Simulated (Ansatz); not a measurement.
H4GeSi, SMILES `[SiH3][GeH]` (excited triplet) (charge 0, multiplicity 3). This triplet is an excited state, 0.65 eV above the relaxed singlet at the level frozen-core CCSD(T)/cc-pVTZ // PBE0-D3(BJ)/def2-TZVP (Ansatz, a first-principles code).

The numbers are results of Ansatz with CAM-B3LYP/cc-pVTZ // PBE0-D3(BJ)/def2-TZVP, not measurements.

Ansatz 0.2 input:
```yaml
crystal:
  periodic: [false, false, false]
  atoms:
    - { symbol: Si, position_ang: [-0.703252, 0.01731, 0.1028] }
    - { symbol: Ge, position_ang: [1.510284, -0.707531, -0.31073] }
    - { symbol: H, position_ang: [-0.836456, 0.60704, 1.462232] }
    - { symbol: H, position_ang: [-1.564385, -1.18653, 0.000779] }
    - { symbol: H, position_ang: [-1.134185, 1.023885, -0.904573] }
    - { symbol: H, position_ang: [2.727995, 0.245827, -0.350509] }
basis:
  gaussian: { orbitals: cc-pVTZ }
hamiltonian:
  xc: cam_b3lyp
magnetization:
  spin_polarized: true
  initial_magnetization: 2
```

Output:

```
Functional definition: CAM-B3LYP
931 factors; their error is unknown
229 factors; integrals over basis functions are off by at most 1.4e-5 eV
mean field evaluation 1: about -64462.8552 eV, gradient 9.1e0 eV
mean field evaluation 2: about -64463.1933 eV, gradient 6.4e0 eV
mean field evaluation 4: about -64463.3212 eV, gradient 2.7e-1 eV
mean field evaluation 8: about -64463.4966 eV, gradient 2.0e-1 eV
mean field evaluation 16: about -64463.4967 eV, gradient 1.4e-4 eV
mean field -64463.49672649 eV, -2368.9898097711 hartree, gradient 3.2e-5 eV, S^2 2.003908; 0 other end points of the search recorded, 0 dependent functions left out
reference -64463.49684503 eV, -2368.9898141273 hartree; 26, 24 occupied and 107, 109 virtual orbitals, 931 factors
Total energy: -64463.49684503 eV, -2368.9898141273 hartree
```
